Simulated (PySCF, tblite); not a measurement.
Isomers of CH13N3OSi4, one GFN2-xTB conformer each. Single-point energies are computed at PBE0/pcSseg-1 (PySCF, gas phase, no added dispersion term), electronic only.

Problem. Rank them by PBE0/pcSseg-1 energy, lowest first (kcal/mol).
A. `[OH:1][Si@H:2]1[NH:3][SiH2:4][NH:5][SiH2:6][CH2:7][NH:8][SiH2:9]1` with H–O1–Si2–N3 53°, O1–Si2–N3–Si4 -169°, Si2–N3–Si4–N5 -78°, N3–Si4–N5–Si6 82°, Si4–N5–Si6–C7 -38°
B. `[OH:1][Si@@H:2]1[CH2:3][NH:4][Si@@H:5]([N:6]([SiH3:7])[SiH3:8])[NH:9]1` with H–O1–Si2–C3 60°, N4–Si5–N6–Si7 -56°, O1–Si2–C3–N4 -142°, Si2–C3–N4–Si5 29°, C3–N4–Si5–N6 -141°, N4–Si5–N9–Si2 2°

Solution. B (0.0), A (17.1).

As drawn, the higher has an Si–Si bond, which the lower lacks. GFN2-xTB itself gives, in the same order: 0.0, 21.6. Both levels put the same isomer lowest.

Problem. Which frontier levels, dipoles and rotational constants go with these structures?

Solution. 
```
                               SMILES  HOMO (eV, PBE0/pcSseg-1)  LUMO (eV)  dipole (D)       A, B, C (MHz)
O[Si@@H]1CN[Si@@H](N([SiH3])[SiH3])N1                     -6.81       0.20        1.30  1681, 509.3, 425.6
      O[Si@H]1N[SiH2]N[SiH2]CN[SiH2]1                     -6.27      -0.36        1.48  1134, 690.3, 460.7
```

Problem. What happens when harmonic zero-point energies from GFN2-xTB frequencies are added?

Solution. 
```csv
SMILES,ZPE (kcal/mol),electronic (kcal/mol),with ZPE (kcal/mol)
O[Si@@H]1CN[Si@@H](N([SiH3])[SiH3])N1,90.5,0.0,0.0
O[Si@H]1N[SiH2]N[SiH2]CN[SiH2]1,92.0,17.1,18.6
```

The zero-point energies span 1.5 kcal/mol. The order is unchanged.
